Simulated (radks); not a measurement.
Question: Zr VI, 35 electrons, occupied as [Ar] 3d10 4s2 4p5. Method: scalar-relativistic Kohn-Sham, PBE, spin-unpolarised, spherical densities, point nucleus; computed with a radial shooting solver on a logarithmic mesh with Libxc functionals. Some entries of the table are withheld. Estimate them.

| orbital | occ. | eigenvalue (eV) | <r> (bohr) |
|---|---|---|---|
| 1s | 2 | -17888.97 | 0.03707 |
| 2s | 2 | -2533.492 | 0.1626 |
| 2p | 6 | -2266.150 | 0.1417 |
| 3s | 2 | -467.4387 | 0.4580 |
| 3p | 6 | (1) | 0.4615 |
| 3d | 10 | (2) | 0.4512 |
| 4s | 2 | -112.6711 | 1.169 |
| 4p | 5 | (3) | 1.280 |
| 4d | 0 | -55.1040 | 1.590 |
| 5s | 0 | -43.9566 | 2.515 |

Answer: 
(1) 3p eigenvalue (eV): -380.3110
(2) 3d eigenvalue (eV): -237.3923
(3) 4p eigenvalue (eV): -89.2545
